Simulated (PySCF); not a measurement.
# Iron: a sound run and one with changed settings

Sound run: Fe⁺ [Ar] 3d6 4s1, Fe²⁺ [Ar] 3d6. Computed with PySCF 2.14 in cc-pVTZ (7s6p4d2f1g, 68 functions), with no relativity, point nucleus. In the sound run the correlated levels freeze [Ar]. The sound run starts from symmetry-adapted Hartree-Fock orbitals and uses a fine grid where one is needed.

Changed run: scalar relativity by spin-free X2C-1e. This setting is unsound on purpose.

| species | method | sound run (hartree) | changed run (hartree) | converged |
| --- | --- | --- | --- | --- |
| Fe⁺ | UHF | -1262.21985 | -1269.56857 | yes |
| Fe⁺ | r2SCAN | -1263.37864 | -1270.72530 | yes |
| Fe⁺ | PBE0 | -1263.18506 | -1270.53174 | yes |
| Fe⁺ | MP2 | -1262.36380 | -1269.71386 | yes |
| Fe²⁺ | UHF | -1261.66443 | -1269.00725 | yes |
| Fe²⁺ | r2SCAN | -1262.77309 | -1270.11224 | yes |
| Fe²⁺ | PBE0 | -1262.58572 | -1269.92534 | yes |
| Fe²⁺ | MP2 | -1261.78797 | -1269.13146 | yes |

Ionisation energy of Fe⁺:

```csv
method,sound run (eV),changed run (eV)
UHF,15.114,15.274
r2SCAN,16.478,16.682
PBE0,16.309,16.501
MP2,15.669,15.848
SCS-MP2,15.429,15.601
```

Most of the change in total energy is the relativistic energy itself. On top of that the contraction fixes the core shape for the Hamiltonian it was made with, so the changed run is not a good calculation with the other Hamiltonian either.

For comparison, NIST gives 16.199 eV between the lowest levels.
